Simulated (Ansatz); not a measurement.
Relaxation of NaPt₃⁺ with UKS PBE0-D4/def2-SVP.

```sh
$ ansatz run in.yaml --threads 4 --pin off --events-out ev --progress --plain --max-ram 3916MiB
```

```yaml
crystal:
  periodic: [false, false, false]
  atoms:
    - {symbol: Na, position_ang: [-0.646626, 1.788703, 0.554792]}
    - {symbol: Pt, position_ang: [-0.566500, -0.508963, -1.378092]}
    - {symbol: Pt, position_ang: [-0.347468, -1.166806, 0.998413]}
    - {symbol: Pt, position_ang: [1.560595, -0.112934, -0.175113]}
basis:
  gaussian: {orbitals: def2-SVP}
total_charge: 1
magnetization: {spin_polarized: true, initial_magnetization: 2}
hamiltonian: {xc: pbe0, dispersion: d4}
scf: {lower_state_search: "off"}
output: {orbitals: {seedname: orbitals}}
relax: {f_tol: 0.02, max_steps: 100}
```

Hardware: 4 threads of AMD EPYC 7B13 on a shared host. Wall time 17 s.

Positions (Å) and forces (eV/Å) at steps 1, 2, 3, 4, 5 of 5:

```xyz
4
step=1 energy=-14147.9271 eV
Na   -0.647    1.789    0.555   -0.075    0.030    0.122
Pt   -0.567   -0.509   -1.378    0.139    0.189   -0.811
Pt   -0.347   -1.167    0.998   -0.623   -0.486    1.262
Pt    1.561   -0.113   -0.175    0.559    0.267   -0.574
4
step=2 energy=-14147.9877 eV
Na   -0.660    1.770    0.584   -0.049   -0.006    0.089
Pt   -0.525   -0.501   -1.430    0.086   -0.146    0.373
Pt   -0.398   -1.161    1.085    0.275    0.372   -0.609
Pt    1.582   -0.108   -0.239   -0.312   -0.220    0.148
4
step=3 energy=-14148.0148 eV
Na   -0.673    1.774    0.606   -0.032   -0.006    0.059
Pt   -0.524   -0.520   -1.424    0.024   -0.026   -0.051
Pt   -0.385   -1.126    1.052   -0.030    0.056    0.035
Pt    1.582   -0.128   -0.233    0.039   -0.023   -0.043
4
step=4 energy=-14148.0199 eV
Na   -0.690    1.770    0.637   -0.011    0.006    0.018
Pt   -0.511   -0.537   -1.440    0.005   -0.010   -0.013
Pt   -0.393   -1.087    1.052   -0.005    0.014    0.005
Pt    1.594   -0.145   -0.250    0.011   -0.009   -0.010
4
step=5 energy=-14148.0204 eV
Na   -0.698    1.773    0.651    0.001   -0.003    0.000
Pt   -0.506   -0.545   -1.447    0.000    0.000    0.002
Pt   -0.395   -1.074    1.051    0.001    0.004   -0.003
Pt    1.599   -0.154   -0.256   -0.002    0.000    0.001
```

In the def2 sets Pt takes a core potential; there is no spin–orbit coupling. The relaxation made no stability test and no search for a lower SCF solution. At PBE0-D4/def2-SVP a singlet of charge 1 lies 0.16 eV below the triplet, each at its own geometry. That singlet is doubtful there (restricted singlet, unstable towards broken spin symmetry at other levels and untested here). The structure comes from a short search, and lower isomers may exist.
